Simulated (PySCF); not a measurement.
Excitations are Tamm–Dancoff values on a coarser integration grid. The basis has no diffuse functions, so Rydberg states are missing or too high.

Z-matrix (Å, degrees):
```
Sn
O 1 1.9970
C 2 1.3935 1 121.97
H 3 1.1045 2 109.16 1 178.11
H 3 1.1080 4 107.16 2 -122.82
H 3 1.1098 4 106.72 5 -114.32
O 1 1.9972 2 106.17 3 59.83
C 7 1.3936 1 121.99 2 59.87
H 8 1.1046 7 109.16 1 178.08
H 8 1.1082 9 107.16 7 -122.82
H 8 1.1099 9 106.72 10 -114.32
C 1 2.1475 2 101.14 3 176.41
H 12 1.1015 1 108.14 2 169.52
H 12 1.1017 13 106.91 1 -113.43
C 12 1.5237 13 112.10 14 -122.35
H 15 1.1005 12 111.37 13 -177.21
H 15 1.1020 16 107.25 12 -122.69
H 15 1.1024 16 107.86 17 -115.00
C 1 2.1477 2 111.59 3 -49.51
H 19 1.1014 1 108.16 2 -78.19
H 19 1.1016 20 106.91 1 -113.43
C 19 1.5234 20 112.10 21 -122.35
H 22 1.1003 19 111.38 20 -177.18
H 22 1.1019 23 107.24 19 -122.70
H 22 1.1024 23 107.87 24 -114.99
```
Charge 0, spin multiplicity 1.

### Question
Give the S1 excitation (TDA), total energy, brightest of the four lowest singlets (TDA), T1 excitation (TDA), LUMO, HOMO, S1 oscillator strength and HOMO–LUMO gap at the level PBE0-D4/def2-TZVP // PBE0-D4/def2-SVP in PySCF.

### Answer

```
Item                                                Value
-------------------------------------------  ------------
S1 excitation (TDA)                               5.84 eV
total energy                                 -602.7430 Ha
brightest of the four lowest singlets (TDA)       6.38 eV
T1 excitation (TDA)                               5.29 eV
LUMO                                             -0.06 eV
HOMO                                             -7.14 eV
S1 oscillator strength                              0.026
HOMO–LUMO gap                                     7.08 eV
```
